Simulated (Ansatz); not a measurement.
Species: CNO, SMILES `N#C[O]` (charge 0, multiplicity 2).

Question: Give a relaxed geometry from Ansatz (a program for electronic structure) with PBE-D3(BJ)/def2-TZVP.

Answer: the end point of this relaxation (outside a Z-matrix the atoms follow the SMILES, hydrogens last).
Bonded distances (Å): N1–C2 1.233, C2–O3 1.188. Angles (°): N1–C2–O3 180.0.
